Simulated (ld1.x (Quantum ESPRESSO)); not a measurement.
## Logarithmic derivatives: F (Z = 9), TM semilocal

ld1.x (Quantum ESPRESSO) 7.5 input, shortened:

```
&input
   title='F', zed=9., rel=1, dft='PW91', iswitch=3,
   config='[He] 2s2 2p5 3d-2'
 /
 &inputp
   pseudotype=1, tm=.true., lloc=1,
   nlcc=.false.
 /
3
2S  1  0   2.00   0.00  0.60  0.60  0.0
3D  3  2  -2.00  -0.05  1.15  1.15  0.0
2P  2  1   5.00   0.00  1.25  1.25  0.0
 &test
   configts(1)='2s2 2p5'
 /
```

The phase is arctan(r·u′/u) with u = r·R(r), unwrapped; energies in Ry, scanned from -4 to 5 Ry. A pole is an energy at which the radial function vanishes at the test radius. The pseudo phase is shifted by a multiple of π to meet the all-electron one at the reference energy, and phase errors are pseudo minus all-electron; the curves can meet again beyond the range given. Levels narrower than the energy grid can be missing from the lists of poles.

| channel | radius (bohr) | reference energy (Ry) | poles, all-electron | poles, pseudo | unbroken range about the reference energy with phases within 0.05 rad | phase error 1 Ry above the reference energy (rad) |
| --- | --- | --- | --- | --- | --- | --- |
| s | 1.34 | -2.20 | 0.01 | 0.01 | the whole range | -0.000 |
| p | 1.34 | -0.82 | 1.10 | 1.18 | below 4.5 | +0.005 |
| d | 1.34 | -0.05 | none | none | the whole range | +0.000 |

Phases in the d channel:

```tsv
E (Ry)	all-electron	pseudo
-4.00	1.280	1.280
-3.76	1.275	1.275
-3.52	1.270	1.270
-3.28	1.264	1.264
-3.04	1.258	1.258
-2.80	1.252	1.252
-2.56	1.245	1.245
-2.32	1.238	1.238
-2.08	1.231	1.231
-1.84	1.223	1.223
-1.60	1.214	1.214
-1.36	1.205	1.205
-1.12	1.196	1.196
-0.88	1.185	1.185
-0.64	1.174	1.174
-0.40	1.162	1.162
-0.16	1.149	1.149
0.08	1.135	1.135
0.32	1.120	1.120
0.56	1.103	1.103
0.80	1.085	1.085
1.04	1.064	1.064
1.28	1.042	1.042
1.52	1.016	1.016
1.76	0.988	0.988
2.00	0.957	0.957
2.24	0.921	0.921
2.48	0.879	0.880
2.72	0.832	0.833
2.96	0.778	0.778
3.20	0.715	0.716
3.44	0.641	0.642
3.68	0.555	0.556
3.92	0.455	0.456
4.16	0.339	0.341
4.40	0.207	0.209
4.64	0.061	0.064
4.88	-0.095	-0.091
```
